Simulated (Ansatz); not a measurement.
`ClB[TeH]` + `[SiH3][SiH2][CH2][GaH2]` → `Cl[BH][GaH2]` + `[SiH3][SiH2]C[TeH]`  (redistribution)

Gas-phase electronic energies from Ansatz, PBE0-D4/def2-TZVP geometries. CCSD(T)/CBS is the MP2 limit (def2-TZVPP, def2-QZVPP) plus CCSD(T) − MP2 in def2-TZVPP, frozen cores. def2 core potentials past Kr. For Ga, Te outer-core shells are correlated without core-valence functions, which leaves a few kJ/mol of doubt a bond. Scalar relativity is left out up to krypton. One conformer a species, not always the lowest.

```csv
species,CCSD(T)/CBS(def2) energy (Eh)
`ClB[TeH]`,-753.54186
`[SiH3][SiH2][CH2][GaH2]`,-2545.54588
`Cl[BH][GaH2]`,-2410.30850
`[SiH3][SiH2]C[TeH]`,-888.73698
```

(1) Work out ΔE.

Largest T1 diagnostic among the species: 0.014.

Results:

(1) ΔE = (-2410.30850) + (-888.73698) − (-753.54186) − (-2545.54588) = 0.04226 Eh = +111.0 kJ/mol.

The D4 term adds −4.6 kJ/mol with B3LYP and −2.4 kJ/mol with PBE0; it sums over pairs of atoms, weighted by their polarisabilities, and B3LYP, whose exchange is more repulsive, gets the larger term.

B3LYP here is the variant with VWN-RPA as its local correlation; programs differ in this.
